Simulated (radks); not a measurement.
Values are calculated unless marked as measured or tabulated.
Spherical jellium clusters: N electrons in a uniform positive sphere of charge N and radius rs N^(1/3), rs = 5.01 bohr. Level of theory: non-relativistic Kohn-Sham, LDA (Slater exchange, Perdew-Wang correlation), spin-polarised, spherical densities (a radial shooting solver with Libxc functionals). Levels are named by radial order and angular momentum (1s, 1p, 1d, 2s, ...), and open shells are averaged over m.

N = 7, configuration 1s2 1p(up 3, down 2). This is the lowest configuration that the search found. Occupied and some empty levels:

level,occupation,eigenvalue (eV),<r> (bohr)
1s up,1,-3.5460,6.432
1s down,1,-3.4042,6.453
1p up,3,-2.6940,7.672
1p down,2,-2.5576,7.745
1d up,0,-1.6381,8.839
1d down,0,-1.5219,8.957
2s up,0,-1.2095,8.702
2s down,0,-1.1355,8.840
1f up,0,-0.50859,10.39
1f down,0,-0.42412,10.61

Energy (eV): total -12.1500, kinetic 8.0825, external -164.77, Hartree 81.630, exchange-correlation -20.563, background 83.476.
